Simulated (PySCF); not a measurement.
Name the molecule from its bond curve

A diatomic of charge 0 contains Ca. Its doublet curve at r²SCAN in a double-zeta basis (no relativity, PySCF), in eV from the separated fragments:

| R (Å) | E (eV) |
| --- | --- |
| 2.110 | -3.934 |
| 2.208 | -4.402 |
| 2.306 | -4.655 |
| 2.379 | -4.743 |
| 2.453 | -4.767 |
| 2.527 | -4.741 |
| 2.625 | -4.652 |
| 2.747 | -4.482 |
| 2.894 | -4.228 |
| 3.091 | -3.857 |

The fit gives ωe = 366 cm⁻¹ and the rotational constant Bₑ = 0.1509 cm⁻¹.

Task: Which atom is the partner?

Result: The minimum lies at 2.448 Å, so the reduced mass is 16.8576 u Å² cm⁻¹/(Bₑ·Re²) = 18.64 u. With Ca at 39.96 u the partner weighs about 34.9 u: Cl. The molecule is CaCl.

The state was picked by a PBE0 search and need not be the measured ground state.
